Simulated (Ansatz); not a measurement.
Relaxation of BH4NO2 (8 atoms, charge 0, multiplicity 1), to a largest force component of 0.02 eV/Å in at most 40 steps.

All numbers below come from RKS PBE0-D4/def2-SVP (Ansatz).

```xyz
8
Properties=species:S:1:pos:R:3
B 0.000 0.000 0.000
O 0.000 0.000 1.410
H -0.909 -0.281 1.747
N 1.342 0.000 -0.775
H 1.809 -0.918 -1.027
H 1.794 0.918 -1.053
O -1.221 0.000 -0.705
H -1.731 -0.847 -0.496
```

Task: Where does it end, and by what steps?

Result: The run converged. After 9 steps the energy has fallen by 1.574 eV; H5 moved furthest, 1.00 Å.

| step | energy less start (eV) | largest force component (eV/Å) | accepted |
| --- | --- | --- | --- |
| 0 | 0.0000 | 2.191 | yes |
| 1 | -0.4343 | 2.997 | yes |
| 2 | -0.6083 | 2.437 | yes |
| 3 | -0.8982 | 0.822 | yes |
| 4 | -1.1290 | 0.959 | yes |
| 5 | -1.3489 | 0.865 | yes |
| 6 | -1.5179 | 0.418 | yes |
| 7 | -1.5730 | 0.084 | yes |
| 8 | -1.5728 | 0.138 | no |
| 9 | -1.5738 | 0.011 | yes |

```xyz
8
Properties=species:S:1:pos:R:3
B 0.048 -0.151 -0.067
O -0.049 0.264 1.243
H -0.916 0.142 1.634
N 1.282 0.014 -0.725
H 1.425 -0.271 -1.682
H 2.085 0.417 -0.267
O -0.992 -0.719 -0.770
H -1.801 -0.823 -0.266
```

Whether the end is a true minimum wasn't checked by a vibrational analysis.

The run took 25 s on 1 thread of Arm Neoverse V1, on a shared host, peak memory 0.14 GiB.
